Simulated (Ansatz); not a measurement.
`OC[SiH2][TeH]` and `OC[SiH2]S` differ in one atom or group.

Ansatz, PBE0-D4/def2-TZVP geometries, multiplicity 1. Each molecule was computed in one conformer, which needn't be the lowest.

Elements past krypton have def2 core potentials.

```tsv
property	`OC[SiH2][TeH]`
size of the dipole moment (ωB97M-V/def2-TZVPP) / D	1.56
HOMO energy (PBE0/def2-TZVPP) / eV	-6.46
HOMO–LUMO gap (PBE0/def2-TZVPP) / eV	5.88
HOMO–LUMO gap (PBE/def2-TZVPP) / eV	4.04
HOMO–LUMO gap (B3LYP/def2-TZVPP) / eV	5.43
LUMO energy (B3LYP/def2-TZVPP) / eV	-0.81
```

(1) Give the same properties after the change, and the shifts. (Best estimate.)

## Answers

(1) Computed: 
```tsv
property	`OC[SiH2]S`	shift
size of the dipole moment (ωB97M-V/def2-TZVPP) / D	2.60	1.04
HOMO energy (PBE0/def2-TZVPP) / eV	-7.25	-0.79
HOMO–LUMO gap (PBE0/def2-TZVPP) / eV	7.56	1.68
HOMO–LUMO gap (PBE/def2-TZVPP) / eV	5.45	1.41
HOMO–LUMO gap (B3LYP/def2-TZVPP) / eV	7.03	1.60
LUMO energy (B3LYP/def2-TZVPP) / eV	0.02	0.83
```

With PBE0 the HOMO falls by 0.79 eV and the LUMO rises by 0.89 eV, so the gap widens by about 1.68 eV. PBE moves the HOMO by -0.60 eV and ωB97M-V by -0.91 eV. Dipoles are sizes alone; their direction can turn.

B3LYP here is the variant with VWN-RPA as its local correlation; programs differ in this.

Spin–orbit coupling is left out; it splits and shifts lone-pair levels of the heavy atoms by tenths of an eV.
